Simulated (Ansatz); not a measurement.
Born–Oppenheimer molecular dynamics of BBrF₂H₄Si (9 atoms, charge 0, multiplicity 1). It starts from a rough guess of a transition structure, not a stationary point.

All numbers below come from UKS PBE/def2-SVP in Ansatz 0.2.0.

```yaml
ensemble: NVE (velocity Verlet)
time_step: 0.5 fs
steps_asked: 150
starting_velocities_drawn_for: 300 K
seed: 48593
```

First frame:

```xyz
9
Properties=species:S:1:pos:R:3
B -0.843 -0.481 -0.424
Br -0.175 -0.766 -2.693
F -1.015 -1.682 0.110
F -1.857 0.375 -0.386
H 0.258 -0.140 -0.841
Si 0.765 0.545 0.829
H 1.962 -0.262 1.025
H -0.119 0.501 1.990
H 1.023 1.910 0.391
```

What does the run give?

All steps were run.

| Quantity | Value |
| --- | --- |
| steps done | 150 |
| time covered | 75 fs |
| mean temperature over the second half | 1371 K |
| spread of the potential energy over the second half | 16.6 meV per atom |
| mean potential energy of the second half above the start | -107.8 meV per atom |

The conserved energy stayed within 0.18 meV per atom of its start (net change -0.024 meV per atom), so the integration is sound. The kinetic energy rose, since the run started high on the potential surface and went downhill. It ends in pieces (BBrF2 + H4Si), so much of that is their flight and rotation, not heat. A run of 0.075 ps of so small a system gives no equilibrium averages. The orbitals were unrestricted but ended closed-shell.

What happens to the structure?

The planned step would form B1–Si6, Br2–H5 and break B1–Br2, H5–Si6. These pairs go: B1–Si6 2.28 → 3.70 Å, Br2–H5 2.00 → 4.07 Å, B1–Br2 2.38 → 1.95 Å, H5–Si6 1.87 → 1.59 Å. In the last frame they stand as before the step (other bonds may differ from the relaxed reactants and products). Also parted: B1–H5 1.23 → 3.76 Å. It ends as BBrF2 + H4Si. Pairs count as bonded within 1.25 times the sum of covalent radii (0.12 Å more for H–H). Another seed would give other details.

How do temperature and energy run in time?


```tsv
time (fs)	T (K)	potential energy less start (eV)	conserved less start (meV/atom)
0	300	0.000	0.00
2.5	459	-0.145	-0.16
5	404	-0.094	-0.08
7.5	315	-0.014	-0.01
10	441	-0.128	-0.04
12.5	685	-0.350	-0.14
15	752	-0.409	-0.09
17.5	859	-0.506	-0.04
20	1094	-0.720	-0.17
22.5	1085	-0.710	-0.05
25	1114	-0.737	-0.06
27.5	1167	-0.785	-0.10
30	1160	-0.778	-0.02
32.5	1299	-0.904	-0.09
35	1374	-0.973	-0.15
37.5	1257	-0.867	-0.02
40	1285	-0.892	-0.09
42.5	1309	-0.914	-0.10
45	1299	-0.904	-0.02
47.5	1470	-1.060	-0.10
50	1567	-1.148	-0.14
52.5	1488	-1.075	-0.02
55	1552	-1.133	-0.09
57.5	1600	-1.177	-0.12
60	1522	-1.106	-0.05
62.5	1501	-1.087	-0.09
65	1413	-1.009	-0.13
67.5	1179	-0.796	-0.02
70	1116	-0.739	-0.06
72.5	1140	-0.761	-0.10
75	1097	-0.722	-0.02
```

Run time: 7.7 min on 4 threads of Arm Neoverse N1 (shared host), peak memory 0.21 GiB.
